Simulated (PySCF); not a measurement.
Ge(I)2 cation (GeI2), SMILES [I][Ge][I] (connectivity only; charge and spin as stated), charge +1, multiplicity 2. Atoms are numbered in the order given.

```xyz
3

Ge     0.0000     0.0000     0.9499
I      0.0000     2.1607    -0.2868
I      0.0000    -2.1607    -0.2868
```
Charge +1, spin multiplicity 2.

Geometry optimised at B3LYP-D3(BJ)/def2-SVP. The spin state was assumed, not searched. The isomer is the one that the SMILES or the coordinates give; other isomers of the formula were not compared. The def2 effective core potentials stand for the cores of I; spin–orbit coupling is left out.

Method: B3LYP/def2-TZVPD in PySCF.

Mulliken values depend strongly on the basis, most of all with diffuse functions as here. ESP charges are fitted to the potential on shells at 1.4 to 2.0 van der Waals radii. Atomic charges (e):

```csv
atom,ESP fit,Mulliken,Mulliken spin
Ge1,?,0.50,0.32
I2,?,0.25,0.34
I3,?,0.25,0.34
```

### Question
Fill in the missing entries. (The exact figures need the calculation; the answer reports its results.)

### Answer

- Ge1, ESP fit: 0.40
- I2, ESP fit: 0.30
- I3, ESP fit: 0.30
